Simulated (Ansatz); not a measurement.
Consider the homolysis of the H–N bond: `CN[Si](F)(F)F` → H• + `C[N][Si](F)(F)F`•.

Program: Ansatz. Geometries: PBE0-D4/def2-TZVP. ΔE: electronic, gas phase. CBS: MP2 limit from def2 TZ/QZ plus the TZ coupled-cluster correction, frozen cores. This one scheme is used for every species, atoms too. Functionals use def2-TZVPP. HSE06 is defined as in plane-wave codes. Open shells (•) are unrestricted, without spin–orbit coupling. Each species was taken in one conformer, which may not be the lowest.

```
             level  ΔE (eV)  difference from CCSD(T)/CBS
         revPBE-D4     4.68                        -0.38
        r2SCANh-D4     4.74                        -0.32
        r2SCAN0-D4     4.76                        -0.30
          HSE06-D4     4.80                        -0.26
           ωB97M-V     4.96                        -0.10
            B2PLYP     4.89                        -0.17
               PBE     4.73                        -0.33
              BLYP     4.68                        -0.38
              PBE0     4.79                        -0.27
           r2SCANh     4.74                        -0.32
             HSE06     4.79                        -0.27
             BHLYP     4.79                        -0.27
       HF/def2-SVP     3.84                        -1.22
      MP2/def2-SVP     4.94                        -0.12
SCS-MP2/def2-TZVPP     5.08                         0.02
    MP2/def2-QZVPP     5.14                         0.08
       CCSD(T)/CBS     5.06                            0
```

Largest T1 diagnostic among the species: 0.014.

At CCSD(T), def2-SVP lies −0.21 eV from the extrapolated value and def2-TZVPP −0.11 eV: correlation converges slowly with the basis, and small sets miss more of it in the bonded molecule than in its fragments. From r2SCAN to r2SCAN0 (25 % exact exchange), in def2-TZVPP and without D4, ΔE moves by +0.04 eV. In def2-TZVPP, CCSD(T) changes the Hartree–Fock value by +1.19 eV (the triples alone add +0.04 eV) and MP2 by +1.31 eV; breaking electron pairs costs correlation energy, which Hartree–Fock lacks.
